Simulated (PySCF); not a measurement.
**Gas-phase thermal properties of B3N3Cl3H3**

Computed with PySCF (xtb for GFN2) and rigid-rotor harmonic-oscillator thermochemistry at 1 bar. 6-31G* has spherical d functions here. All species are closed-shell singlets. B3LYP is the form with VWN-RPA correlation. The harmonic model lacks anharmonicity and excited electronic states, which grow with temperature; levels with a mode under 35 cm⁻¹ are left out. Soft modes under 120 cm⁻¹ make the harmonic entropy rough for B3N3Cl3H3.

```tsv
level	point group	σ	ZPE (kJ/mol)	S°298 (J/mol/K)	Cp298 (J/mol/K)	S°1000 (J/mol/K)	H1000 − H298 (kJ/mol)
B3LYP/6-31G*	D3h	6	184.3	381.5	137.5	613.0	141.2
GFN2-xTB	D3h	6	173.8	389.4	143.7	627.1	144.5
HF/6-31G*	D3h	6	196.4	376.0	131.9	601.1	137.6
PBE/def2-SVP	D3h	6	179.9	383.8	140.1	618.1	142.7
PBE0/def2-TZVP	D3h	6	185.3	381.4	137.3	612.6	141.0
```
σ: rotational symmetry number. Electronic degeneracy used: 1. Frequencies are unscaled.
